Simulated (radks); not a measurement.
Values are calculated unless marked as measured or tabulated.
These are the eigenvalues of the occupied orbitals of an atom or ion with whole-number occupations (eV). Code: a radial shooting solver on a logarithmic mesh with Libxc functionals. Model: scalar-relativistic Kohn-Sham, LDA (Slater exchange, VWN5 correlation), spin-polarised, spherical densities, finite nucleus; Fermi nuclear charge, rms radius of each element as measured or else 0.836 A^(1/3) + 0.57 fm.

orbital  eigenvalue
1s down   -77050.51
1s up     -77050.50
2s up     -14321.66
2s down   -14321.52
2p up     -12583.07
2p down   -12582.97
3s up     -4132.603
3s down   -4130.114
3p up     -3623.461
3p down   -3620.961
3d up     -3063.126
3d down   -3061.177
4s up     -1601.513
4s down   -1597.916
4p up     -1423.059
4p down   -1419.628
4d up     -1209.259
4d down   -1205.874
4f up     -982.6850

Which element is it, and in what charge state? The configuration may be excited. Open shells, if any, are filled with parallel spins first.

Answer. Z = 77, iridium, charge +29: Ir29+ in [Kr] 4d10 4f2. The list shows which subshells hold electrons but not how many an open one holds; the 1s level, -2831.6 hartree, gives Z - s = 75.3 by -(Z - s)^2/2, which with screening and relativity narrows Z to a few neighbours, and the depths of the outer levels then fix element, charge and occupations together.
